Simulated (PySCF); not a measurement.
GeH₂ClBr, SMILES [Cl][GeH2][Br].

The structure is a stationary point at r2SCAN-D4/def2-SVP.

Two levels are set side by side: TDDFT-PBE/def2-SVPD (PySCF) and TDDFT-B3LYP/def2-SVPD (PySCF). Vertical, same geometry. The lowest singlet is HOMO→LUMO 98 % with PBE and HOMO→LUMO 98 % with the other functional; states are paired by order. Differences are taken from unrounded values.

```tsv
quantity	TDDFT-B3LYP	TDDFT-PBE	TDDFT-PBE minus TDDFT-B3LYP
lowest singlet excitation (eV)	5.71	5.34	-0.37
lowest triplet excitation (TDA) (eV)	5.27	4.95	-0.32
```

Functionals without exact exchange tend to place singlet excitations lower, as here. Differences between two approximate levels are no errors against the true value.

Rough cost on one machine, each run with all the roots and properties that it gave: TDDFT-B3LYP against TDDFT-PBE about 3 times.
